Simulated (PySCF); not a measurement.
AlCl, SMILES [Al][Cl] (connectivity only; charge and spin as stated), neutral, multiplicity 1. Heavy atoms are numbered as in [Al:1][Cl:2].

Geometry optimised at PBE0-D3(BJ)/def2-TZVPD.

All values below come from PySCF with PBE0/def2-TZVPD.

Mulliken values depend strongly on the basis, most of all with diffuse functions as here. ESP charges are fitted to the potential on shells at 1.4 to 2.0 van der Waals radii. Atomic charges (e), one atom of each kind:

| atom | Mulliken | meta-Löwdin | ESP fit |
|---|---|---|---|
| Al1 | 0.24 | 0.35 | 0.18 |
| Cl2 | -0.24 | -0.35 | -0.18 |
